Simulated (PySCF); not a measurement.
## A single-point calculation

[LuI2]+ (singlet in the valence; each metal's 4f electrons, 14 of them, lie in its core potential, out of spins and levels). PySCF 2.14.0, RKS PBE0, Lu lcecp-1-SVP with ECP60, I def2-SVP with ECP28; non-relativistic Hamiltonian with scalar-relativistic core potentials where named; density fitting; no spin-orbit coupling. Purpose: finer grid at the relaxed geometry.

```python
mol = gto.M(atom='''
Lu    -0.00000     0.00000    -0.86635
I      2.26638    -0.00000     0.56533
I     -2.26638     0.00000     0.56533''',
    basis={'Lu': 'lcecp-1-SVP', 'I': 'def2-SVP'},
    ecp={'Lu': 'lcecp-1-SVP', 'I': 'def2-SVP'},
    charge=1, spin=0)
mf = dft.RKS(mol, xc='PBE0')
mf.grids.atom_grid = (75, 302)  # f atoms: unpruned, at least (60, 302)
mf = mf.density_fit()  # fitting sets: Lu AutoAux, I def2-universal-JKFIT
mf.conv_tol = 1e-09; mf.max_cycle = 55
mf.kernel(dm0)  # dm0: converged density of the relaxed state
mf.nuc_grad_method().kernel()
```

Run from Python with OMP_NUM_THREADS=2; the lines above give its settings. Where DIIS fails, smearing, a level shift and second-order steps follow.
It took 10 s on 2 threads of Intel(R) Xeon(R) Platinum 8259CL CPU @ 2.50GHz (Skylake/Cascade Lake), with other jobs on the host, with gradient, populations and further properties, from an already converged density.

Q: Where do the frontier levels lie, over both spins?

A: HOMO -12.12 eV, LUMO -8.01 eV. The 4f levels lie in the core potential and are missing.

Q: What are the Mulliken charges and spins?

A: 
```json
{"atom": "Lu1", "charge (e)": "1.061", "spin (e)": "0.000"}
{"atom": "I2", "charge (e)": "-0.031", "spin (e)": "0.000"}
{"atom": "I3", "charge (e)": "-0.031", "spin (e)": "0.000"}
```

Q: What forces act on the atoms (eV/Å)?

A: 
```
Lu   0.00  0.00 -0.01
I    0.01  0.00  0.00
I   -0.01  0.00  0.00
```
Forces carry noise of the integration grid, about 0.01 to 0.03 eV/Å.

An lcecp potential fixes the number of 4f electrons, so in runs with it no electron can move into or out of that shell.
